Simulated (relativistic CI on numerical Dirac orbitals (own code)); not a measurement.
**Sensitivity of the levels of Ag XII to α and to the nuclear radius**

Computed by Dirac-Coulomb-Breit CI, orbitals from a KLI potential per configuration, derivatives by finite differences, unscaled Slater integrals, QED left out (own radial code, finite nucleus).

CI space (outside the closed core [Ar] 3d10): 4s2 4p6, 4s2 4p5 4d, 4s 4p6 4d, 4s2 4p5 4f, 4s 4p6 4f, 4p6 4d2, 4p5 4d3, 4p5 4d2 4f. Double excitations out of closed p, d and f shells are left out; levels of such configurations are missing from the list, as are those of other unlisted configurations, and high levels can miss mixing partners.

With x = (α/α₀)² − 1 an excitation energy changes as ω = ω₀ + qx; K = 2q/ω₀ is the relative enhancement. Terms are leading LS components, so labels can repeat. The field-shift factor is F = δν/δ⟨r²⟩ for the transition from the lowest level.

Lowest level 4s2 4p6 1S_0.

```
           Level  ω₀ (cm⁻¹)  q (cm⁻¹)  F (GHz/fm²)
4s2 4p5 4d 3P°_0     444025      4030         1.37
4s2 4p5 4d 3P°_1     450805      8331         1.34
4s2 4p5 4d 3P°_2     464414     16000         1.32
4s2 4p5 4d 3F°_4     465535     12500          1.3
4s2 4p5 4d 3F°_3     467909      7866         1.21
4s2 4p5 4d 3F°_2     478237     12510         1.23
4s2 4p5 4d 3D°_3     496884     11990         1.54
4s2 4p5 4d 3D°_1     514914     32430        0.954
4s2 4p5 4d 3F°_2     519254     53070        0.335
4s2 4p5 4d 3D°_2     532834     60480        0.517
4s2 4p5 4d 1F°_3     538342     63370        0.393
4s2 4p5 4d 1P°_1     653255     33910         1.29
  4s 4p6 4d 3D_1     844067     68150        -58.5
```

At this charge energies of transitions that change n are usually good to better than 1 %, and those within a shell (Δn = 0) to a few per cent.

Which transition from the lowest level has the largest |K|?

4s2 4p5 4d 1F°_3 at 538342 cm⁻¹, K = 0.235.
